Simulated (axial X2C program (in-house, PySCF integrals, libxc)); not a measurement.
## LiCa: from the spin-free to the two-component result

Computed with an in-house all-electron X2C program for linear molecules (integrals from PySCF). Spin-free means the one-electron spin-free X2C Hamiltonian; two-component (2c) means X2C with spin–orbit coupling and atomic mean-field two-electron Coulomb and Gaunt terms, so the difference of the two also holds small scalar two-electron terms. Basis: Ca dyall-cv3z [11s12p6d4f], Li dyall-cv3z [7s8p2d] (cores contracted in-house); Gaussian nuclei, density fitting, unrestricted open shells. Masses: Ca 39.963 u, Li 7.016 u.

Spin-free state: M_S = 1/2, Λ = 0 (beyond evenly filled blocks: σα); fragments Ca + Li.

```
  level  Re (Å)  ωe (cm⁻¹)  De (eV)  μ (D)
   PBE0   3.411      199.7    0.378   0.57
     HF   3.633      149.5    0.124  -0.61
   CCSD   3.399      195.2    0.255    n/a
CCSD(T)   3.395      193.3    0.257    n/a
    LDA   3.343      206.3    0.476   0.48
```

Correlated methods: 11 electrons correlated (number of frozen shells: Ca 2 s, 1 p; Li 1 s), 225 virtual spin orbitals or spinors in MP2, 89 natural virtuals in coupled cluster.

Dipoles are positive if Li is the positive end.

Two-component determinant lowest at the distance of the search:

Ω = 1/2 (⟨Sz⟩ = 0.50, ⟨Lz⟩ = 0.00 at HF); fragments Ca + Li.

```json
{"level": "PBE0", "Re (Å)": "3.411", "ωe (cm⁻¹)": "199.6", "De (eV)": "0.378", "μ (D)": "0.57"}
{"level": "HF", "Re (Å)": "3.633", "ωe (cm⁻¹)": "149.4", "De (eV)": "0.124", "μ (D)": "-0.61"}
{"level": "CCSD", "Re (Å)": "3.398", "ωe (cm⁻¹)": "194.6", "De (eV)": "0.255", "μ (D)": "n/a"}
{"level": "CCSD(T)", "Re (Å)": "3.394", "ωe (cm⁻¹)": "192.8", "De (eV)": "0.258", "μ (D)": "n/a"}
{"level": "LDA", "Re (Å)": "3.343", "ωe (cm⁻¹)": "206.3", "De (eV)": "0.476", "μ (D)": "0.48"}
```

Task: From the two tables, how do the constants change at the CCSD(T) level (2c against spin-free)?

Result: At the CCSD(T) level Re drops by 0.001 Å and ωe drops by 0.5 cm⁻¹; De changes by 0.001 eV.

One determinant describes the state; a PBE0 search over occupations chose it and may have missed a lower one. Dissociation energies refer to the lowest single-determinant-based atoms at the same level and basis. Density functionals use the spin component along the axis (collinear). Coupled cluster ran in a truncated set of natural virtual spinors; the MP2 energy of the rest was added. (T) has no such correction and the atoms are truncated less, which lowers De at CCSD(T) by a hundredth of an eV or more. The determinant is spin-polarised beyond a pure state at some levels (its spin-free form has ⟨S²⟩ too high), which makes Re and μ there less reliable. The T1 diagnostic is large, a sign of multireference character.
